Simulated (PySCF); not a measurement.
InCl2(SiH3).
SMILES: `[SiH3][In]([Cl])[Cl]`

Level of theory: TDDFT wB97X-D/def2-SVPD, vertical, gas phase, core orbitals frozen in the response, def2 core potentials past Kr in PySCF 2.14.0, density-fitted response routines. Isolated species at its PBE0-D3(BJ)/def2-SVP geometry, gas phase. Spin–orbit coupling is left out.

Broadening: Gaussians 0.4 eV wide at half height, area fixed by f = 4.319×10⁻⁹ ∫ε dν̃. The width is an assumption, not a result. The curve ends short of the highest state used, and states not computed would add to its high-energy end.

E (eV), ε (L mol⁻¹ cm⁻¹) and a bar:
```
     4.56          2 
     4.59          4 
     4.63          8 
     4.67         17 
     4.70         28 
     4.74         51 
     4.78         88 
     4.81        128 
     4.85        201 
     4.89        299 
     4.92        388 #
     4.96        524 #
     5.00        669 #
     5.03        776 #
     5.07        900 #
     5.11        990 #
     5.14       1028 #
     5.18       1036 #
     5.21       1016 #
     5.25        973 #
     5.29        948 #
     5.32        975 #
     5.36       1133 ##
     5.40       1514 ##
     5.43       2008 ###
     5.47       3027 ####
     5.51       4538 ######
     5.54       6021 ########
     5.58       8443 ############
     5.62      11261 ################
     5.65      13503 ###################
     5.69      16417 #######################
     5.73      18920 ###########################
     5.76      20321 #############################
     5.80      21347 ##############################
     5.84      21293 ##############################
     5.87      20563 #############################
     5.91      18814 ##########################
     5.95      16453 #######################
     5.98      14491 ####################
     6.02      11890 #################
     6.06       9564 #############
     6.09       8115 ###########
     6.13       6650 #########
```

(1) Where are the band maxima, and which computed states make them?

(2) Coming from long wavelengths, where does ε first pass 100 L mol⁻¹ cm⁻¹?

(3) On this curve, what absorbance would a 10⁻⁴ mol/L sample give at 222 nm over a 1 cm path?

Answers

(1) 240 nm (5.17 eV), ε about 1000, made up of S1 (98%); 213 nm (5.82 eV), ε about 21000, made up of S3 (91%) (ε in L mol⁻¹ cm⁻¹; maxima over ε = 5, shares over 10%). The states used: S1 5.16 eV (f 0.015); S2 5.62 eV (f 0.0000); S3 5.81 eV (f 0.289); S4 5.83 eV (f 0.016); S5 5.98 eV (f 0.0010); S6 6.03 eV (f 0.027); S7 6.32 eV (f 0.0044); S8 6.37 eV (f 0.028); S9 6.40 eV (f 0.040); S10 6.73 eV (f 0.0001).

(2) At about 259 nm (4.79 eV), 0.37 eV below S1.

(3) 222 nm is 5.585 eV, where ε is about 8800 L mol⁻¹ cm⁻¹, so A = ε c l ≈ 0.88 (Beer–Lambert, with the gas-phase spectrum and the assumed width).

The vertical ionisation energy (ΔSCF) is 10.43 eV, 3.70 eV above S10.
